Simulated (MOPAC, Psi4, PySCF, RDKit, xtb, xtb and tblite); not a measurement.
Two geometries of C4H9BO3, SMILES O=C(CCB(O)O)C, relaxed at GFN2-xTB with one dihedral held; other torsions can differ between them too.

Structure A

```
17

C     -2.5366     0.0041     0.1431
C     -1.1517     0.1704     0.7013
O     -0.8249     1.1474     1.3390
C     -0.1891    -0.9450     0.3839
C      0.7475    -0.5132    -0.7661
B      1.9041     0.5348    -0.3564
O      3.0386     0.4891    -1.0945
O      1.8225     1.4227     0.6524
H     -2.4795    -0.2243    -0.9189
H     -3.1236     0.9052     0.2997
H     -3.0232    -0.8337     0.6399
H      0.4153    -1.1628     1.2664
H     -0.7388    -1.8420     0.0968
H      1.2215    -1.4064    -1.1729
H      0.1467    -0.0942    -1.5769
H      3.6956     1.1329    -0.8258
H      0.9808     1.4579     1.1289
```

Structure B

```
17

C     -2.0766    -0.4413     1.9027
C     -0.7320    -0.0193     1.3594
O     -0.2064     1.0196     1.6704
C     -0.1094    -1.0150     0.4069
C      1.0768    -0.4419    -0.3719
B      2.1912    -1.5155    -0.7742
O      2.1245    -2.7657    -0.2718
O      3.2344    -1.2201    -1.5992
H     -2.8276    -0.2893     1.1290
H     -2.3409     0.1626     2.7667
H     -2.0712    -1.4948     2.1683
H      0.2398    -1.8531     1.0166
H     -0.8725    -1.4092    -0.2646
H      0.7095     0.0959    -1.2492
H      1.5436     0.3171     0.2645
H      2.8458    -3.3322    -0.5488
H      3.2729    -0.3271    -1.9359
```

Problem. Which is lower in energy at the level PBE0-D3(BJ)/def2-SVP // GFN2-xTB run with Psi4, and by how much?

Solution. A is lower, by 19.90 kJ/mol (dihedral C2–C4–C5–B6: 75° in A, 150° in B).

E(B) − E(A) in kJ/mol at the other levels, on the same two geometries: GFN2-xTB (xtb and tblite) 14.75; PBE0/def2-SVP // GFN2-xTB (Psi4) 17.55; PBE/def2-SVP // GFN2-xTB (Psi4) 19.31; PBE-D3(BJ)/def2-SVP // GFN2-xTB (Psi4) 21.89; UFF // GFN2-xTB (RDKit) -129.73; PM3, restricted, heats of formation // GFN2-xTB (MOPAC) 7.66; PM6, restricted, heats of formation // GFN2-xTB (MOPAC) 10.92; GFN1-xTB // GFN2-xTB (xtb) 14.46; restricted B3LYP/6-31G*, spherical d, density fitting // GFN2-xTB (PySCF) 19.86; restricted B3LYP/3-21G // GFN2-xTB (PySCF) 30.66; restricted B3LYP/6-311+G**, spherical d, density fitting // GFN2-xTB (PySCF) 11.98; restricted Hartree-Fock/LANL2DZ // GFN2-xTB (PySCF) 12.53.
